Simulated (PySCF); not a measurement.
Correlation energy of C²⁺ (carbon, charge +2)

[He] 2s2, closed-shell 1S. Computed with PySCF 2.14 in pcseg-2, with the non-relativistic Hamiltonian (point nucleus). Frozen: 1s2; 2 electrons correlated.

Total MP2 correlation energy: -41.63 mhartree.

Same-spin part 0.00 and opposite-spin part -41.63 mhartree; SCS-MP2 scales them by 1/3 and 6/5 to -49.96 mhartree.

With two correlated electrons CCSD is exact within the correlated space (frozen core and kept virtual orbitals).

```
level  correlation energy (mhartree)
 CCSD                         -71.38
```

Diagnostics: T1 = 0.0080, D1 = 0.0113, largest double amplitude 0.156.

A double-excitation amplitude exceeds 0.15, a sign of near-degeneracy.

Cost of the coupled-cluster step: 0.06 s of wall time on 1 thread of Neoverse-V2 (shared host), for 2 correlated electrons.
